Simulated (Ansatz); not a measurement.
The cluster Be₆⁻. Total charge -1; doublet. Geometry r2SCAN/def2-TZVP, that of the neutral singlet; atoms count from 1.

Cartesian coordinates in Å:
```
Be -1.639 0.328 0.630
Be -0.872 -1.260 -0.032
Be 1.288 -0.593 -0.583
Be 0.339 -0.139 1.163
Be 1.288 1.231 -0.113
Be -0.405 0.433 -1.066
```

The charge -1 doublet is spin-contaminated (final ⟨S²⟩ up to 0.96, 0.75 for a pure state). The structure comes from a short search, and lower isomers may exist.

**Question.** Estimate the Mulliken populations from the PBE0/def2-TZVPD orbitals of Ansatz.

**Answer.** 
```
atom  charge (e)  spin (α − β)
 Be1       -0.56          0.59
 Be2       -0.29          0.09
 Be3       -0.29          0.59
 Be4        0.34         -0.12
 Be5       -0.54         -0.03
 Be6        0.34         -0.12
```
Mulliken values and Mayer orders depend strongly on the basis. With diffuse functions, as here, like atoms can get unlike values, and bond orders can come out too low or too high.

**Question.** Where does the spin sit?

**Answer.** Summed by element: Be 1.00, of 1 unpaired in all. Largest on single atoms: Be3 0.59, Be1 0.59, Be4 -0.12.

**Question.** And the Mayer bond orders between bonded heavy atoms (over 0.3)?

**Answer.** Be1–Be2 1.11 (1.88 Å); Be1–Be4 0.42 (2.10 Å); Be1–Be6 0.42 (2.10 Å); Be2–Be3 0.60 (2.33 Å); Be2–Be4 0.60 (2.04 Å); Be2–Be6 0.60 (2.04 Å); Be3–Be4 0.55 (2.04 Å); Be3–Be5 1.09 (1.88 Å); Be3–Be6 0.55 (2.04 Å); Be4–Be5 0.48 (2.10 Å); Be5–Be6 0.48 (2.10 Å). Values over 0.3 also appear between atoms too far apart for a bond (Be1–Be3 0.56 at 3.30 Å; Be1–Be5 0.84 at 3.15 Å; Be2–Be5 0.54 at 3.30 Å; Be4–Be6 0.32 at 2.42 Å); they arise where an orbital or an unpaired electron spreads over both atoms.
